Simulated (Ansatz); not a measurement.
`N/C(Cl)=[CH]/[GeH3]`, charge 0, multiplicity 1.

Problem. Give a relaxed structure at PBE0-D4/def2-TZVP (the Gaussian-basis code of Ansatz). (Estimate.)

Solution. The calculation gave: 
```xyz
11

N     1.282    1.813   -0.503
C     0.753    0.629   -0.050
Cl    1.934   -0.303    0.821
C    -0.473    0.150   -0.262
Ge   -1.095   -1.589    0.283
H     0.602    2.481   -0.830
H     2.011    2.215    0.064
H    -1.159    0.799   -0.801
H    -2.549   -1.736   -0.198
H    -1.060   -1.744    1.814
H    -0.247   -2.713   -0.338
```
This is one stationary point; other conformers may exist.
